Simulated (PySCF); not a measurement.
**Radial density of W⁶⁶⁺ (tungsten, charge +66)**

TPSSh, [He] 2s2 2p4, high-spin 3P determinant. Computed with PySCF 2.14 in an uncontracted even-tempered set (17 s from 43 bohr⁻², ratio 2.2; 10 p from 56 bohr⁻², ratio 2.2; 5 d from 220 bohr⁻², ratio 2.4; 5 f from 330 bohr⁻², ratio 2.4; 4 g from 490 bohr⁻², ratio 2.4), with the non-relativistic Hamiltonian (point nucleus).

```
r (bohr)  4πr²ρ (e/bohr)  4πr²(ρα − ρβ)
0.000356          0.4299         0.0000
0.000599           1.173         0.0001
 0.00101           3.125         0.0003
 0.00169           7.986         0.0015
 0.00285           19.04         0.0091
 0.00479           40.39         0.0597
 0.00806           70.54         0.3705
  0.0136           89.77         1.9837
  0.0228           74.83         8.1193
  0.0384           64.27        21.2532
  0.0646           79.47        26.4322
   0.109           34.19         9.4907
   0.183           1.723         0.4262
   0.307        0.003121         0.0007
```

A non-relativistic calculation at this Z misses sizeable relativistic shifts. Spin-orbit coupling is strong in this species (close to jj coupling), so the high-spin LS determinant is a model state, not a physical level.
